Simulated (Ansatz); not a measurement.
Single points on [AuF4]- (AuF₄⁻).

```yaml
crystal:
  periodic: [false, false, false]
  atoms:
    - {symbol: Au, position_ang: [-0.000001, -0.000003, 0.000000]}
    - {symbol: F, position_ang: [2.015232, -0.028202, 0.005003]}
    - {symbol: F, position_ang: [0.028181, 2.015219, 0.008598]}
    - {symbol: F, position_ang: [-2.015233, 0.028200, -0.005004]}
    - {symbol: F, position_ang: [-0.028179, -2.015223, -0.008599]}
basis:
  gaussian: {orbitals: def2-SVPD, initial_orbitals: start.molden}
total_charge: -1
magnetization: {spin_polarized: true, initial_magnetization: 2}
correlation: {method: ccsd_t}
scf: {omitted_lower_state_checks: [starts, cluster_reference]}
output: {orbitals: {seedname: orbitals}}
```

The file start.molden holds the orbitals of an earlier run on this structure, at another level or in another basis.

```sh
$ ansatz run in.yaml --threads 2 --pin off --events-out ev --progress --plain --max-ram 4352MiB
```

Shortened log:

```
Functional definition: HF
1211 factors; integrals over basis functions are off by at most 4.2e-4 eV
mean field evaluation 1: about -14478.1762 eV, gradient 2.0e1 eV
mean field evaluation 2: about -14480.3480 eV, gradient 2.2e0 eV
mean field evaluation 4: about -14480.4568 eV, gradient 2.6e-1 eV
mean field evaluation 8: about -14480.4572 eV, gradient 1.8e-6 eV
mean field evaluation 16: about -14480.4572 eV, gradient 7.5e-2 eV
mean field evaluation 32: about -14480.4574 eV, gradient 4.8e-8 eV
mean field -14480.45736369 eV, -532.1469929091 hartree, gradient 7.4e-9 eV, S^2 2.031548; 1 other end points of the search recorded, 0 dependent functions left out
4 core orbitals not correlated: weight in the atoms' cores, before any rotation towards them, 1.000 or more for the frozen orbitals, at most 0.000 for the correlated occupied ones
reference -14480.45736369 eV, -532.1469929091 hartree; 25, 23 occupied and 98, 100 virtual orbitals, 1211 factors
second order -32.54620655 eV of doubles, -0.00000000 eV of singles
cycle   1  -30.66924511 eV  change     1.9e0 eV  update   2.3e-1
cycle   2  -31.81301352 eV  change    -1.1e0 eV  update   9.5e-2
cycle   3  -32.09863270 eV  change   -2.9e-1 eV  update   6.0e-2
cycle   4  -32.16234957 eV  change   -6.4e-2 eV  update   3.0e-2
cycle   5  -32.14564314 eV  change    1.7e-2 eV  update   1.6e-2
cycle   6  -32.16514532 eV  change   -2.0e-2 eV  update   7.7e-3
cycle   7  -32.17408212 eV  change   -8.9e-3 eV  update   4.1e-3
cycle   8  -32.17412184 eV  change   -4.0e-5 eV  update   3.1e-3
cycle   9  -32.17428424 eV  change   -1.6e-4 eV  update   2.8e-3
cycle  10  -32.17450342 eV  change   -2.2e-4 eV  update   2.7e-3
cycle  11  -32.17369070 eV  change    8.1e-4 eV  update   2.5e-3
cycle  12  -32.17801749 eV  change   -4.3e-3 eV  update   2.0e-3
cycle  13  -32.17807560 eV  change   -5.8e-5 eV  update   1.3e-3
cycle  14  -32.18079677 eV  change   -2.7e-3 eV  update   9.4e-4
cycle  15  -32.18062811 eV  change    1.7e-4 eV  update   5.4e-4
cycle  16  -32.18065991 eV  change   -3.2e-5 eV  update   3.2e-4
cycle  17  -32.18076828 eV  change   -1.1e-4 eV  update   1.8e-4
cycle  18  -32.18062334 eV  change    1.4e-4 eV  update   8.9e-5
cycle  19  -32.18070365 eV  change   -8.0e-5 eV  update   5.3e-5
cycle  20  -32.18072146 eV  change   -1.8e-5 eV  update   3.4e-5
cycle  21  -32.18075138 eV  change   -3.0e-5 eV  update   2.0e-5
cycle  22  -32.18075721 eV  change   -5.8e-6 eV  update   1.2e-5
perturbative correction -1.08568035 eV, -0.0398980169 hartree
Total energy: -14513.72380124 eV, -533.3695119404 hartree
Checks for a lower state left out: starts, cluster_reference
```

Run time 75 s (2 threads of Arm Neoverse V1 on a shared host), peak host memory 1.8 GiB.

First input, but with `gaussian: {orbitals: def2-TZVPD, initial_orbitals: start.molden}`, `hamiltonian: {xc: {name: B2PLYP}}`, `scf: {omitted_lower_state_checks: [starts]}` and without the key `correlation`, `output` (abridged; 20 s):

```
Functional definition: B2PLYP
mean field -14541.21222982 eV, -534.3796930583 hartree, gradient 2.7e-6 eV, S^2 2.017900
4 core orbitals not correlated: weight in the atoms' cores, before any rotation towards them, 1.000 or more for the frozen orbitals, at most 0.000 for the correlated occupied ones
second order -50.06720690 eV of doubles, -0.00000000 eV of singles
Total energy: -14554.73055089 eV, -534.8764821945 hartree
Checks for a lower state left out: starts
```

The first input with `gaussian: {orbitals: def2-TZVPD, initial_orbitals: start.molden}`, `hamiltonian: {xc: {text: "exchange = 0.50*pbe_x + 0.50*exact_x\ncorrelation = pbe_c"}}`, `scf: {omitted_lower_state_checks: [starts]}` and without the key `correlation` (abridged; 27 s):

```
Functional definition: unnamed
mean field -14552.92609331 eV, -534.8101696014 hartree, gradient 1.1e-5 eV, S^2 2.016604
Total energy: -14552.92612376 eV, -534.8101707205 hartree
Checks for a lower state left out: starts
```

The first input with `gaussian: {orbitals: def2-TZVPD, initial_orbitals: start.molden}`, `hamiltonian: {xc: hse06, dispersion: d4}`, `scf: {omitted_lower_state_checks: [starts]}` and without the key `correlation` (abridged; 13 s):

```
Functional definition: HSE06
mean field -14554.51865050 eV, -534.8686949988 hartree, gradient 9.6e-6 eV, S^2 2.009129
Total energy: -14554.59492465 eV, -534.8714980220 hartree
Checks for a lower state left out: starts
```

As the first input, with `gaussian: {orbitals: def2-TZVPD, initial_orbitals: start.molden}`, `hamiltonian: {xc: pbe, dispersion: d4}`, `scf: {omitted_lower_state_checks: [starts]}` and without the key `correlation` (abridged; 6 s):

```
Functional definition: PBE
mean field -14557.53861913 eV, -534.9796767989 hartree, gradient 9.7e-6 eV, S^2 2.003240
Total energy: -14557.63612007 eV, -534.9832598925 hartree
Checks for a lower state left out: starts
```

First input, but with `gaussian: {orbitals: def2-TZVPD, initial_orbitals: start.molden}`, `hamiltonian: {xc: {text: "exchange = 0.90*pbe_x + 0.10*exact_x\ncorrelation = pbe_c"}}`, `scf: {omitted_lower_state_checks: [starts]}` and without the key `correlation` (abridged; 10 s):

```
Functional definition: unnamed
mean field -14556.44799712 eV, -534.9395971794 hartree, gradient 5.5e-6 eV, S^2 2.005243
Total energy: -14556.44804531 eV, -534.9395989505 hartree
Checks for a lower state left out: starts
```

Geometry: PBE0-D4/def2-SVPD.

In the def2 sets Au takes a core potential; there is no spin–orbit coupling. HSE06 is defined as in plane-wave codes, on full-range PBE exchange. Correlated methods freeze 4 core orbitals; core or outer-core shells of Au are correlated, in sets that lack core-valence functions. At PBE0-D4/def2-TZVPD a singlet of charge -1 lies 2.58 eV below the triplet, each at its own geometry.
